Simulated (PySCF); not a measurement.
**Correlation energy of Sb (antimony, neutral)**

[Kr] 4d10 5s2 5p3, high-spin 4S determinant. Computed with PySCF 2.14 in x2c-TZVPall (8s6p4d2f, 60 functions), with the spin-free X2C one-electron Hamiltonian (Gaussian nucleus). Frozen: [Kr] 4d10; 5 electrons correlated.

MP2 pair energies summed by pair of shells (mhartree):

```
 pair  energy  share (%)
5s-5p  -38.18       65.0
5p-5p  -12.64       21.5
5s-5s   -7.91       13.5
```

Total MP2 correlation energy: -58.73 mhartree.

Same-spin part -15.75 and opposite-spin part -42.98 mhartree; SCS-MP2 scales them by 1/3 and 6/5 to -56.83 mhartree.
